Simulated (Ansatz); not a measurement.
Calculated with Ansatz (gas phase, PBE0-D4/def2-TZVP geometries, no zero-point term in ΔE). CCSD(T)/CBS is the MP2 limit (def2-TZVPP, def2-QZVPP) plus CCSD(T) − MP2 in def2-TZVPP, frozen cores. Functionals use def2-TZVPP. B3LYP here is the variant with VWN-RPA as its local correlation; programs differ in this. Elements past krypton have def2 core potentials. For Ga, Sn outer-core shells are correlated without core-valence functions, which leaves a few kJ/mol of doubt a bond. Scalar relativity is left out up to krypton. Each species was taken in one conformer, which may not be the lowest.

Reaction (substitution at a C–Sn bond): `[CH3][SnH2][SiH2]N` + `[OH][Ga]([OH])[OH]` → `C[O][Ga]([OH])[OH]` + `N[SiH2][SnH3]`

```
             level  ΔE (kJ/mol)  difference from CCSD(T)/CBS
            PBE-D4         81.2                         -8.2
         r2SCAN-D4         81.6                         -7.8
           PBE0-D4         80.5                         -8.9
          B3LYP-D4         76.1                        -13.3
           ωB97X-V         75.1                        -14.3
           ωB97M-V         80.1                         -9.3
            B2PLYP         81.0                         -8.4
               PBE         81.0                         -8.4
            r2SCAN         81.3                         -8.1
              PBE0         80.2                         -9.2
             B3LYP         75.9                        -13.5
     HF/def2-TZVPP         65.5                        -23.9
    MP2/def2-TZVPP         92.9                          3.5
SCS-MP2/def2-TZVPP         85.0                         -4.4
   CCSD/def2-TZVPP         80.8                         -8.6
CCSD(T)/def2-TZVPP         82.9                         -6.5
     HF/def2-QZVPP         65.7                        -23.7
    MP2/def2-QZVPP         96.7                          7.3
SCS-MP2/def2-QZVPP         88.7                         -0.7
      HF/CBS(def2)         65.7                        -23.7
     MP2/CBS(def2)         99.4                         10.0
    CCSD/CBS(def2)         87.3                         -2.1
       CCSD(T)/CBS         89.4                            0
```

Largest T1 diagnostic among the species: 0.014.

In def2-TZVPP, CCSD(T) changes the Hartree–Fock value by +17.4 kJ/mol (the triples alone add +2.1 kJ/mol) and MP2 by +27.4 kJ/mol.
